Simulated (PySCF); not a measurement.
**Field gradients at the hydrogen positions**

Compound: C4H7F3OP2.
Geometry (GFN2-xTB, Å), atoms numbered from 1 in this order:
```xyz
17
C4H7F3OP2 angstrom
O     -1.0126    1.2813    0.5055
C     -2.1266    0.4277    0.3305
C     -1.5872   -0.9960    0.3414
C     -0.5275   -1.1535   -0.7454
P      0.8166    0.1397   -0.5781
P      1.8795   -0.6995    0.9362
C      3.1876    0.6520    0.9660
F      3.6604    0.8217    2.2125
F      2.7829    1.8676    0.5538
F      4.2513    0.3371    0.2029
H     -1.2399    2.1981    0.3172
H     -2.8442    0.5758    1.1470
H     -2.6263    0.6327   -0.6240
H     -2.4062   -1.6994    0.1852
H     -1.1360   -1.1899    1.3160
H     -0.9894   -1.0321   -1.7291
H     -0.0895   -2.1512   -0.6980
```

Level: PBE0/pcSseg-1 (PySCF, non-relativistic); Q(2H) = 0.00286 b; rigid geometry, the same for H and D, with no vibrational averaging.

**Question.** Rank these positions by the coupling χzz of a deuteron there, largest first.
A. H12 (methylene hydrogen)
B. H15 (methylene hydrogen)
C. H17 (methylene hydrogen)
D. H11 (hydroxyl hydrogen)

**Answer.** D (314 kHz), C (206 kHz), B (200 kHz), A (193 kHz).

**Question.** What are Vzz, η and χzz (234.96 MHz × Q × Vzz) at all hydrogens?

**Answer.** 
```csv
atom,bonded to,bond length (Å),Vzz (au),η,χzz (kHz)
H11,O1,0.963,0.4668,0.13,314
H12,C2,1.097,0.2872,0.06,193
H13,C2,1.097,0.2862,0.07,192
H14,C3,1.091,0.3060,0.02,206
H15,C3,1.091,0.2983,0.03,200
H16,C4,1.094,0.3020,0.02,203
H17,C4,1.091,0.3071,0.01,206
```

**Question.** Average by the element that carries the hydrogen.

**Answer.** on O: 314 kHz over 1 position, mean bond length 0.963 Å; on C: 200 kHz over 6 positions, mean bond length 1.093 Å.

Geometry: GFN2-xTB, one conformer, isolated molecule. GFN2-xTB bond lengths can be off by several hundredths of an ångström, more for odd bonds, and the gradients follow them. With so small a basis the couplings can be 20 % off.

The run behind these numbers computed NMR shieldings as well. Time: 48 s; peak memory 0.99 GiB. Hardware: an Arm Neoverse V1 with one thread, no GPU, shared host with 32 logical CPUs at a one-minute load of 16.
